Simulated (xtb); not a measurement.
xtb input (GFN2-xTB):

```bash
xtb mol.xyz --gfn 2 --sp --chrg 0 --uhf 0
```
mol.xyz:
```
4

Ga    -1.16580243     0.11091855    -0.00776526
Br     1.13701180    -0.10817931     0.00757349
H     -1.69444437     1.57594444    -0.00149832
H     -1.96109298    -1.22814373    -0.02285076
```

Output:

```
           -------------------------------------------------
          |                Calculation Setup                |
           -------------------------------------------------

           -------------------------------------------------
          |                 G F N 2 - x T B                 |
           -------------------------------------------------

        Reference                      10.1021/acs.jctc.8b01176
      * Hamiltonian:
        H0-scaling (s, p, d)           1.850000    2.230000    2.230000
        zeta-weighting                 0.500000
      * Dispersion:
        s8                             2.700000
        a1                             0.520000
        a2                             5.000000
        s9                             5.000000
      * Repulsion:
        kExp                           1.500000    1.000000
        rExp                           1.000000
      * Coulomb:
        alpha                          2.000000
        third order                    shell-resolved
        anisotropic                    true
        a3                             3.000000
        a5                             4.000000
        cn-shift                       1.200000
        cn-exp                         4.000000
        max-rad                        5.000000

          ...................................................
          :                      SETUP                      :
          :.................................................:
          :  # basis functions                  22          :
          :  # atomic orbitals                  20          :
          :  # shells                            8          :
          :  # electrons                        12          :
          :  max. iterations                   250          :
          :  Hamiltonian                  GFN2-xTB          :
          :  restarted?                      false          :
          :  GBSA solvation                  false          :
          :  PC potential                    false          :
          :  electronic temp.          300.0000000     K    :
          :  accuracy                    1.0000000          :
          :  -> integral cutoff          0.2500000E+02      :
          :  -> integral neglect         0.1000000E-07      :
          :  -> SCF convergence          0.1000000E-05 Eh   :
          :  -> wf. convergence          0.1000000E-03 e    :
          :  Broyden damping             0.4000000          :
          :  net charge                          0          :
          :  unpaired electrons                  0          :
          ...................................................

 iter      E             dE          RMSdq      gap      omega  full diag
   1     -6.3190334 -0.631903E+01  0.275E+01    4.72       0.0  T
   2     -6.3500541 -0.310206E-01  0.167E+01    4.62       1.0  T
   3     -6.3522302 -0.217615E-02  0.221E+00    4.93       1.0  T
   4     -6.3538508 -0.162053E-02  0.147E+00    4.88       1.0  T
   5     -6.3544404 -0.589635E-03  0.108E+00    4.84       1.0  T
   6     -6.3549486 -0.508145E-03  0.417E-01    4.89       1.0  T
   7     -6.3550347 -0.861894E-04  0.377E-01    4.88       1.0  T
   8     -6.3550792 -0.444238E-04  0.455E-02    4.90       1.1  T
   9     -6.3550804 -0.124264E-05  0.869E-03    4.90       5.8  T
  10     -6.3550804 -0.108322E-07  0.134E-03    4.90      37.4  T
  11     -6.3550804 -0.347470E-09  0.479E-04    4.90     104.4  T
  12     -6.3550804 -0.174460E-09  0.245E-05    4.90    2039.8  T

   *** convergence criteria satisfied after 12 iterations ***

         #    Occupation            Energy/Eh            Energy/eV
      -------------------------------------------------------------
         1        2.0000           -0.8533342             -23.2204
         2        2.0000           -0.5987642             -16.2932
         3        2.0000           -0.4616898             -12.5632
         4        2.0000           -0.4590988             -12.4927
         5        2.0000           -0.4484253             -12.2023
         6        2.0000           -0.4469231             -12.1614 (HOMO)
         7                         -0.2668921              -7.2625 (LUMO)
         8                         -0.2127649              -5.7896
         9                         -0.1321609              -3.5963
        10                         -0.0858907              -2.3372
        11                         -0.0494984              -1.3469
       ...                                ...                  ...
        20                          1.9173943              52.1750
      -------------------------------------------------------------
                  HL-Gap            0.1800310 Eh            4.8989 eV
             Fermi-level           -0.3569076 Eh           -9.7120 eV

 SCC (total)                   0 d,  0 h,  0 min,  0.002 sec
 SCC setup                      ...        0 min,  0.000 sec (  2.600%)
 Dispersion                     ...        0 min,  0.000 sec (  1.580%)
 classical contributions        ...        0 min,  0.000 sec (  0.439%)
 integral evaluation            ...        0 min,  0.000 sec ( 17.798%)
 iterations                     ...        0 min,  0.001 sec ( 54.584%)
 molecular gradient             ...        0 min,  0.000 sec ( 20.365%)
 printout                       ...        0 min,  0.000 sec (  2.416%)

         :::::::::::::::::::::::::::::::::::::::::::::::::::::
         ::                     SUMMARY                     ::
         :::::::::::::::::::::::::::::::::::::::::::::::::::::
         :: total energy              -6.343113445257 Eh    ::
         :: gradient norm              0.017019867092 Eh/a0 ::
         :: HOMO-LUMO gap              4.898891947901 eV    ::
         ::.................................................::
         :: SCC energy                -6.355080276396 Eh    ::
         :: -> isotropic ES            0.017156554589 Eh    ::
         :: -> anisotropic ES         -0.001565488352 Eh    ::
         :: -> anisotropic XC         -0.016222645019 Eh    ::
         :: -> dispersion             -0.001763559239 Eh    ::
         :: repulsion energy           0.011966831139 Eh    ::
         :: add. restraining           0.000000000000 Eh    ::
         :: total charge              -0.000000000000 e     ::
         :::::::::::::::::::::::::::::::::::::::::::::::::::::

           -------------------------------------------------
          |                Property Printout                |
           -------------------------------------------------

    * Orbital Energies and Occupations

         #    Occupation            Energy/Eh            Energy/eV
      -------------------------------------------------------------
         1        2.0000           -0.8533342             -23.2204
         2        2.0000           -0.5987642             -16.2932
         3        2.0000           -0.4616898             -12.5632
         4        2.0000           -0.4590988             -12.4927
         5        2.0000           -0.4484253             -12.2023
         6        2.0000           -0.4469231             -12.1614 (HOMO)
         7                         -0.2668921              -7.2625 (LUMO)
         8                         -0.2127649              -5.7896
         9                         -0.1321609              -3.5963
        10                         -0.0858907              -2.3372
        11                         -0.0494984              -1.3469
        12                         -0.0082920              -0.2256
        13                          0.0236582               0.6438
        14                          0.0260924               0.7100
        15                          0.0446405               1.2147
Note: The following floating-point exceptions are signalling: IEEE_DENORMAL
normal termination of xtb
        16                          0.0985809               2.6825
        17                          0.1044601               2.8425
       ...                                ...                  ...
        20                          1.9173943              52.1750
      -------------------------------------------------------------
                  HL-Gap            0.1800310 Eh            4.8989 eV
             Fermi-level           -0.3569076 Eh           -9.7120 eV

     #   Z          covCN         q      C6AA      α(0)
     1  31 Ga       2.623     0.208   213.457    32.764
     2  35 Br       0.816    -0.105   187.619    22.084
     3   1 H        0.904    -0.051     4.128     3.179
     4   1 H        0.904    -0.051     4.128     3.179

 Mol. C6AA /au·bohr⁶  :       1027.294985
 Mol. C8AA /au·bohr⁸  :      75770.580270
 Mol. α(0) /au        :         61.205649

Wiberg/Mayer (AO) data.
largest (>0.10) Wiberg bond orders for each atom

 ---------------------------------------------------------------------------
     #   Z sym  total        # sym  WBO       # sym  WBO       # sym  WBO
 ---------------------------------------------------------------------------
     1  31 Ga   2.858 --     2 Br   1.310     4 H    0.774     3 H    0.774
     2  35 Br   1.481 --     1 Ga   1.310
     3   1 H    0.997 --     1 Ga   0.774     4 H    0.137
     4   1 H    0.997 --     1 Ga   0.774     3 H    0.137
 ---------------------------------------------------------------------------

Topologies differ in total number of bonds
Writing topology from bond orders to xtbtopo.mol

molecular dipole:
                 x           y           z       tot (Debye)
 q only:       -0.331       0.031      -0.002
   full:       -2.004       0.191      -0.013       5.117
molecular quadrupole (traceless):
                xx          xy          yy          xz          yz          zz
 q only:       -0.344      -0.003      -0.372      -0.008      -0.008       0.716
  q+dip:       -4.079       0.599       2.164      -0.040       0.006       1.915
   full:       -6.262       0.621       0.204      -0.086      -0.036       6.058

           -------------------------------------------------
          | TOTAL ENERGY               -6.343113445257 Eh   |
          | GRADIENT NORM               0.017019867092 Eh/α |
          | HOMO-LUMO GAP               4.898891947901 eV   |
           -------------------------------------------------

------------------------------------------------------------------------
------------------------------------------------------------------------
 total:
 SCF:
```
